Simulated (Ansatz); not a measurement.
`CO[SiH2]Cl` → HCl + `CO[SiH]` at 600 K and 1 bar (silylene formation by 1,1-elimination).

Gas-phase electronic energies from Ansatz, PBE0-D4/def2-TZVP geometries. CBS: MP2 limit from def2 TZ/QZ plus the TZ coupled-cluster correction, frozen cores. This one scheme is used for every species. Each species was taken in one conformer, which may not be the lowest.

```tsv
species	CCSD(T)/CBS energy (Eh)	H − E (kJ/mol)	S (J/(mol·K))
`CO[SiH2]Cl`	-865.17164	213.2	405.0
HCl	-460.38127	35.4	207.2
`CO[SiH]`	-404.67988	167.6	334.2
```

H − E and S are ideal-gas, rigid-rotor, harmonic terms from PBE0-D4/def2-TZVP, for one conformer and one mirror image of each species. 1 Eh = 2625.50 kJ/mol, R = 8.31446 J/(mol·K).

**Question.** By hand: ΔE, ΔH, ΔS and ΔG.

**Answer.** ΔE = (-460.38127) + (-404.67988) − (-865.17164) = 0.11049 Eh = 290.1 kJ/mol. Δ(H − E) = 35.4 + 167.6 − 213.2 = -10.2, so ΔH = 279.9 kJ/mol. ΔS = 207.2 + 334.2 − 405.0 = 136.4 J/(mol·K). ΔG = 279.9 − 600 × (136.4)/1000 = 198.1 kJ/mol.

**Question.** By hand: the equilibrium constant, and the temperature at which ΔG would vanish if ΔH and ΔS stayed fixed.

**Answer.** log₁₀ K = −ΔG/(RT ln 10) = -17.2. ΔG = 0 at ΔH/ΔS = 2052 K.

The number of gas molecules changes by +1, which sets the sign of ΔS. A doubt of 5 kJ/mol in ΔE shifts log₁₀ K by 0.4 here. Other conformers and mirror images would add mixing entropy, several J/(mol·K) or more a flexible species. These are equilibria of isolated gas molecules and say nothing of rates. Largest T1 diagnostic: 0.015 (customary marks: 0.02 for closed shells, 0.045 for open ones).
